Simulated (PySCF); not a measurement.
Rigid-rotor lines calculated for a species of formula [C5H2F3O2S]- (commonest isotopes; PySCF 2.14.0, PBE0-D3(BJ)/def2-SVP geometry optimisation, gas phase), labelled J(Ka,Kc):

| transition | MHz |
| --- | --- |
| 2(0,2) ← 1(0,1) | 2331.7 |
| 1(1,1) ← 0(0,0) | 2607.6 |
| 2(1,1) ← 1(1,0) | 2428.7 |
| 2(1,2) ← 1(1,1) | 2243.4 |
| 1(0,1) ← 0(0,0) | 1168.0 |

Problem. Find the rotational constants.

Solution. 1(0,1) ← 0(0,0) is B + C, 2(1,1) ← 1(1,0) is 3B + C and 2(1,2) ← 1(1,1) is B + 3C, so B − C is half the difference of the last two, 92.6 MHz. 1(1,1) ← 0(0,0) is A + C. A = 2069.9, B = 630.4, C = 537.7 MHz.

Problem. What moments of inertia, asymmetry and inertial defect follow?

Solution. I = 505379 MHz·u·Å² over each constant: Ia = 244.16, Ib = 801.74, Ic = 939.94 u·Å²; κ = (2B − A − C)/(A − C) = -0.879 (asymmetric top); Δ = Ic − Ia − Ib = -105.95 u·Å².

Problem. Which dipole components do these lines need?

Solution. μa and μb (a-type: ΔKa even, ΔKc odd; b-type: both odd). The calculation gives |μa| = 3.64 D, |μb| = 3.09 D, |μc| = 0.49 D, about the centre of mass.

Problem. Predict further lines from these constants: 2(1,1) ← 2(0,2); 3(1,2) ← 2(1,1); 3(1,3) ← 3(0,3); 3(2,2) ← 3(1,3); 3(0,3) ← 2(1,2); 1(1,0) ← 0(0,0); 3(2,1) ← 3(1,2); 3(1,2) ← 3(1,3); 3(2,2) ← 2(2,1); 2(2,1) ← 1(1,0); 3(3,1) ← 2(2,0); 2(1,1) ← 1(0,1); 3(3,0) ← 2(2,0); 3(0,3) ← 2(0,2).

Solution. 
```csv
transition,MHz,type,branch
"3(1,2) ← 3(1,3)",556,a,Q
"3(1,3) ← 3(0,3)",1227,c,Q
"2(1,1) ← 2(0,2)",1629,b,Q
"3(0,3) ← 2(1,2)",2136,b,R
"1(1,0) ← 0(0,0)",2700,c,R
"3(0,3) ← 2(0,2)",3487,a,R
"3(2,2) ← 2(2,1)",3504,a,R
"3(1,2) ← 2(1,1)",3640,a,R
"2(1,1) ← 1(0,1)",3961,c,R
"3(2,1) ← 3(1,2)",4204,b,Q
"3(2,2) ← 3(1,3)",4738,b,Q
"2(2,1) ← 1(1,0)",6747,b,R
"3(3,1) ← 2(2,0)",10932,b,R
"3(3,0) ← 2(2,0)",10932,c,R
```

Problem. Which structure gave them?

Solution. `[O-]c1sccc1OC(F)(F)F`, point group C1. Three constants can't fix a structure by themselves; this is the one that was computed:
```xyz
13
C5H2F3O2S angstrom
O     -0.588    1.571   -2.033
C      0.201    0.971   -1.314
S      2.007    1.422   -1.212
C      2.366    0.155   -0.066
C      1.245   -0.565    0.238
C      0.079   -0.122   -0.432
O     -1.159   -0.789   -0.300
C     -1.952   -0.400    0.682
F     -1.438   -0.635    1.908
F     -3.090   -1.103    0.605
F     -2.278    0.892    0.658
H      3.375    0.009    0.318
H      1.229   -1.410    0.931
```

The values belong to one conformer (point group C1) with, in the numbering `[O-:1][c:2]1[s:3][cH:4][cH:5][c:6]1[O:7][C:8]([F:9])([F:10])[F:11]`, C5–C6–O7–C8 89°. No PBE0-D3(BJ)/def2-SVP frequencies stand behind this structure, so it isn't proved a minimum. These are rigid-rotor constants of the computed structure; measured ground-state constants (B0) also hold zero-point vibration.

Rough CPU time on one thread of a shared machine: about 4 min. That covers the optimisation of the geometry.
